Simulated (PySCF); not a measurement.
Cl3Sb, charge -1, doublet, at a GFN2-xTB geometry (a state made from the parent by changing its charge; the spin is typed, not shown lowest) (core potentials on Sb); R2SCAN/def2-SV(P) run with PySCF.

Here is a job for PySCF.
```python
from pyscf import gto, scf, dft

mol = gto.Mole()
mol.atom = '''
    Sb   -0.008543   -0.396625    0.030064
    Cl   -2.648928   -0.337812    0.044501
    Cl    0.042681    1.981450   -0.150194
    Cl    2.631877   -0.453761    0.015500
'''
mol.basis = 'def2-sv(p)'
mol.ecp = {'Sb': 'def2-sv(p)'}
mol.charge = -1
mol.spin = 1
mol.verbose = 4
mol.build()

mf = dft.UKS(mol)
mf.xc = 'r2scan'
mf.grids.atom_grid = (30, 110)
mf.kernel()
mf.analyze()
```

The log (banner, timings and long lists left out):

```
PySCF version 2.14.0

[INPUT] verbose = 4
[INPUT] num. atoms = 4
[INPUT] num. electrons = 75
[INPUT] charge = -1
[INPUT] spin (= nelec alpha-beta = 2S) = 1
[INPUT] symmetry False subgroup None
[INPUT] Mole.unit = angstrom
[INPUT] Symbol           X                Y                Z      unit          X                Y                Z       unit  Magmom
[...]
nuclear repulsion = 358.332557009778
number of shells = 34
number of NR pGTOs = 169
number of NR cGTOs = 80
basis = def2-sv(p)
ecp = {'Sb': 'def2-sv(p)'}

******** <class 'pyscf.dft.uks.UKS'> ********
method = UKS
initial guess = minao
damping factor = 0
level_shift factor = 0
DIIS = <class 'pyscf.scf.diis.CDIIS'>
diis_start_cycle = 1
diis_space = 8
diis_damp = 0
SCF conv_tol = 1e-09
SCF conv_tol_grad = None
SCF max_cycles = 50
direct_scf = True
direct_scf_tol = 1e-13
number electrons alpha = 38  beta = 37
XC library pyscf.dft.libxc version 7.1.2
    S. Lehtola, C. Steigemann, M. J. T. Oliveira, and M. A. L. Marques,  SoftwareX 7, 1–5 (2018)
XC functionals = r2scan
    J. W. Furness, A. D. Kaplan, J. Ning, J. P. Perdew, and J. Sun,  J. Phys. Chem. Lett. 11, 8208–8215 (2020)
    J. W. Furness, A. D. Kaplan, J. Ning, J. P. Perdew, and J. Sun,  J. Phys. Chem. Lett. 11, 9248–9248 (2020)
    J. W. Furness, A. D. Kaplan, J. Ning, J. P. Perdew, and J. Sun,  J. Phys. Chem. Lett. 11, 8208–8215 (2020)
    J. W. Furness, A. D. Kaplan, J. Ning, J. P. Perdew, and J. Sun,  J. Phys. Chem. Lett. 11, 9248–9248 (2020)
radial grids:
    Treutler-Ahlrichs [JCP 102, 346 (1995); DOI:10.1063/1.469408] (M4) radial grids

becke partition: Becke, JCP 88, 2547 (1988); DOI:10.1063/1.454033
pruning grids: <function nwchem_prune>
grids dens level: 3
symmetrized grids: False
atomic radii adjust function: <function treutler_atomic_radii_adjust>
User specified grid scheme (30, 110)
small_rho_cutoff = 0
Set gradient conv threshold to 3.16228e-05
tot grids = 9696
init E= -1595.35833954936

cycle= 1 E= -1617.48450077656  delta_E= -22.1  |g|= 2.28  |ddm|= 7.29
cycle= 2 E= -1615.46632854229  delta_E= 2.02  |g|= 3.35  |ddm|= 7.95
cycle= 3 E= -1620.39545186189  delta_E= -4.93  |g|= 0.476  |ddm|= 6.13
cycle= 4 E= -1620.53672640822  delta_E= -0.141  |g|= 0.28  |ddm|= 1.33
cycle= 5 E= -1620.59401781958  delta_E= -0.0573  |g|= 0.0497  |ddm|= 0.435
cycle= 6 E= -1620.5951881729  delta_E= -0.00117  |g|= 0.0193  |ddm|= 0.0975
cycle= 7 E= -1620.59541596433  delta_E= -0.000228  |g|= 0.00668  |ddm|= 0.0384
[...]
converged SCF energy = -1620.59545024654  <S^2> = 0.75443635  2S+1 = 2.0044314
Total Energy =                       -1620.595450246537666
[...]
spin_pop of  0 Sb 4dyz     -0.00300
spin_pop of  0 Sb 4dz^2    -0.00400
spin_pop of  0 Sb 4dxz     -0.00087
spin_pop of  0 Sb 4dx2-y2    0.00001
spin_pop of  0 Sb 5dxy      0.00397
spin_pop of  0 Sb 5dyz      0.00376
spin_pop of  0 Sb 5dz^2     0.00439
spin_pop of  0 Sb 5dxz     -0.00002
spin_pop of  0 Sb 5dx2-y2    0.00000
spin_pop of  1 Cl 1s        0.00000
spin_pop of  1 Cl 2s       -0.00000
spin_pop of  1 Cl 3s        0.00011
spin_pop of  1 Cl 4s        0.00031
spin_pop of  1 Cl 2px      -0.00000
spin_pop of  1 Cl 2py      -0.00000
spin_pop of  1 Cl 2pz       0.00000
spin_pop of  1 Cl 3px      -0.00680
spin_pop of  1 Cl 3py      -0.00149
spin_pop of  1 Cl 3pz       0.03694
spin_pop of  1 Cl 4px       0.00035
spin_pop of  1 Cl 4py      -0.00000
spin_pop of  1 Cl 4pz       0.00146
spin_pop of  1 Cl 3dxy     -0.00000
spin_pop of  1 Cl 3dyz      0.00000
spin_pop of  1 Cl 3dz^2     0.00002
spin_pop of  1 Cl 3dxz      0.00108
spin_pop of  1 Cl 3dx2-y2    0.00003
spin_pop of  2 Cl 1s        0.00000
spin_pop of  2 Cl 2s       -0.00000
spin_pop of  2 Cl 3s        0.00022
spin_pop of  2 Cl 4s        0.00018
spin_pop of  2 Cl 2px      -0.00000
spin_pop of  2 Cl 2py      -0.00000
spin_pop of  2 Cl 2pz       0.00000
spin_pop of  2 Cl 3px      -0.00044
spin_pop of  2 Cl 3py      -0.00545
spin_pop of  2 Cl 3pz       0.03229
spin_pop of  2 Cl 4px       0.00003
spin_pop of  2 Cl 4py       0.00007
spin_pop of  2 Cl 4pz       0.00299
spin_pop of  2 Cl 3dxy      0.00003
spin_pop of  2 Cl 3dyz      0.00237
spin_pop of  2 Cl 3dz^2     0.00010
spin_pop of  2 Cl 3dxz      0.00000
spin_pop of  2 Cl 3dx2-y2    0.00006
spin_pop of  3 Cl 1s        0.00000
spin_pop of  3 Cl 2s       -0.00000
spin_pop of  3 Cl 3s        0.00011
spin_pop of  3 Cl 4s        0.00031
spin_pop of  3 Cl 2px      -0.00000
spin_pop of  3 Cl 2py      -0.00000
spin_pop of  3 Cl 2pz       0.00000
spin_pop of  3 Cl 3px      -0.00688
spin_pop of  3 Cl 3py      -0.00143
spin_pop of  3 Cl 3pz       0.03694
spin_pop of  3 Cl 4px       0.00035
spin_pop of  3 Cl 4py      -0.00001
spin_pop of  3 Cl 4pz       0.00146
spin_pop of  3 Cl 3dxy     -0.00000
spin_pop of  3 Cl 3dyz      0.00000
spin_pop of  3 Cl 3dz^2     0.00002
spin_pop of  3 Cl 3dxz      0.00108
spin_pop of  3 Cl 3dx2-y2    0.00002
In total            38.00000 | 37.00000

WARN: System has nonzero charge -1; the dipole moment is origin-dependent.
Location of origin: [0. 0. 0.]

Dipole moment(X, Y, Z, Debye): -0.02436, -1.15060,  0.08693
```
